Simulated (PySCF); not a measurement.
Si(Cl)3(NH2) (Cl₃H₂NSi), SMILES N[Si](Cl)(Cl)Cl. Coordinates come from a PBE-D3(BJ)/def2-SVP optimisation. One conformer was computed; it need not be the lowest.

These are PBE-D3(BJ)/def2-SVP in PySCF values and carry that method's errors.

Harmonic wavenumbers (cm⁻¹): 105, 142, 197, 223, 246, 279, 355, 444, 587, 588, 819, 892, 1474, 3493, 3596. Rotational constants (GHz): 1.780, 1.702, 1.263; symmetry number 1.

Q: Work out the zero-point energy and the ideal-gas rigid-rotor harmonic-oscillator thermochemistry at 298.15 K and 1 atm.

A: ZPE = ½ Σ hcν = ½ × 13440 cm⁻¹ = 19.21 kcal/mol. H − E(el) = 24.41 kcal/mol. Entropy in cal/(mol K): translation 40.94, rotation 28.82, vibration 16.77, total 86.53. G − E(el) = -1.39 kcal/mol. Cp = 25.20 cal/(mol K). Modes under 150 cm⁻¹ make the vibrational entropy uncertain.
